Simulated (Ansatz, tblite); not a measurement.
Spin states of the cluster ZrCu₄⁺ (the lowest doublet isomer of a short search), each relaxed with PBE-D4/def2-SVP in Ansatz. Electronic energies in the gas phase.

In the def2 sets Zr takes a core potential; there is no spin–orbit coupling. The xTB rows come from tblite. The structure comes from a short search, and lower isomers may exist.

Doublet geometry (C2v within 0.1 Å):

```tsv
atom	x (Å)	y (Å)	z (Å)
Zr1	1.094	0.261	-1.021
Cu2	1.095	-1.286	1.017
Cu3	-0.931	-1.104	-0.321
Cu4	0.004	0.884	1.187
Cu5	-1.262	1.246	-0.861
```

Quartet geometry (C2v within 0.1 Å):

| atom | x (Å) | y (Å) | z (Å) |
| --- | --- | --- | --- |
| Zr1 | -1.358 | -0.176 | 0.833 |
| Cu2 | 0.791 | -1.693 | 0.764 |
| Cu3 | 1.078 | 0.707 | 0.532 |
| Cu4 | 0.132 | -0.550 | -1.275 |
| Cu5 | -0.644 | 1.712 | -0.854 |

⟨S²⟩: doublet 0.94 at PBE0-D4/def2-TZVP (pure 0.75), quartet 3.77 at PBE0-D4/def2-TZVP (pure 3.75).

Run but left out: HF/def2-TZVP, MP2/def2-TZVP (doublet: ⟨S²⟩ 1.86, where a pure state has 0.75).

Only these spin states were relaxed. Higher spins weren't run and may lie lower.

(1) Estimate which spin state lies lowest at each of these levels, and by how much: GFN1-xTB; GFN2-xTB; LDA (SPW92)/def2-TZVP; PBE-D4/def2-TZVP; revPBE-D4/def2-TZVP; r2SCAN-D4/def2-TZVP; PBE0-D4/def2-TZVP.

Results:

(1) 
| level | quartet − doublet (kJ/mol) | lowest of these | remarks |
| --- | --- | --- | --- |
| GFN1-xTB | 143.1 | doublet | – |
| GFN2-xTB | 130.8 | doublet | – |
| LDA (SPW92)/def2-TZVP | 24.2 | doublet | – |
| PBE-D4/def2-TZVP | 12.0 | doublet | – |
| revPBE-D4/def2-TZVP | 9.1 | doublet | – |
| r2SCAN-D4/def2-TZVP | -4.9 | quartet | spin-contaminated (⟨S²⟩ 0.91) (doublet) |
| PBE0-D4/def2-TZVP | -15.8 | quartet | spin-contaminated (⟨S²⟩ 0.94) (doublet) |

Change of the quartet − doublet gap on mixing in exact exchange, in kJ/mol: PBE to PBE0 (25 % exact exchange) -27.8. The xTB methods have no term that favours high spin, so they put low spin too low.
